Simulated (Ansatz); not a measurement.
GeH6O2Si, SMILES O[SiH2][GeH2][OH]. Atoms are numbered in the order given.

```xyz
10

O      1.9789     0.4519     0.9678
Si     1.4751    -0.8333     0.0365
Ge    -0.8336    -0.2421    -0.2828
O     -0.6546     1.2852     0.7001
H      1.2457     1.0758     1.1321
H      1.6257    -2.1361     0.7449
H      2.2143    -0.9173    -1.2552
H     -1.9232    -1.1275     0.3718
H     -1.3117     0.1383    -1.7064
H     -1.4504     1.8234     0.7947
```
Charge 0, spin multiplicity 1.

Coordinates come from a B3LYP-D3(BJ)/def2-SVP optimisation. This is a generated structure with no PubChem entry under its InChIKey; it may be hypothetical. Other conformers were not sampled.

Two levels are set side by side: PBE-D3(BJ)/def2-SVP (Ansatz, a first-principles code) and B3LYP-D3(BJ)/def2-SVP (Ansatz). Each level has its own optimised geometry; the coordinates shown are those of the second. Differences are taken from unrounded values.

```tsv
quantity	B3LYP-D3(BJ)
mean bond length (Å)	1.546
bond O1–Si2 (Å)	1.665
bond Si2–Ge3 (Å)	2.404
bond Ge3–O4 (Å)	1.825
bond O1–H5 (Å)	0.977
bond Si2–H6 (Å)	1.491
bond Si2–H7 (Å)	1.491
bond Ge3–H8 (Å)	1.549
bond Ge3–H9 (Å)	1.549
bond O4–H10 (Å)	0.965
```

Problem. What does PBE-D3(BJ) give, and how far is it from B3LYP-D3(BJ)? (Estimate from the structure and the level; the computed values follow.)

Solution. 
| quantity | PBE-D3(BJ) | PBE-D3(BJ) minus B3LYP-D3(BJ) |
|---|---|---|
| mean bond length (Å) | 1.557 | 0.011 |
| bond O1–Si2 (Å) | 1.677 | 0.012 |
| bond Si2–Ge3 (Å) | 2.407 | 0.002 |
| bond Ge3–O4 (Å) | 1.839 | 0.014 |
| bond O1–H5 (Å) | 0.989 | 0.013 |
| bond Si2–H6 (Å) | 1.505 | 0.014 |
| bond Si2–H7 (Å) | 1.505 | 0.014 |
| bond Ge3–H8 (Å) | 1.559 | 0.010 |
| bond Ge3–H9 (Å) | 1.559 | 0.010 |
| bond O4–H10 (Å) | 0.973 | 0.008 |

GGA bonds tend to be longer and softer than those of functionals with exact exchange. Differences between two approximate levels are no errors against the true value.
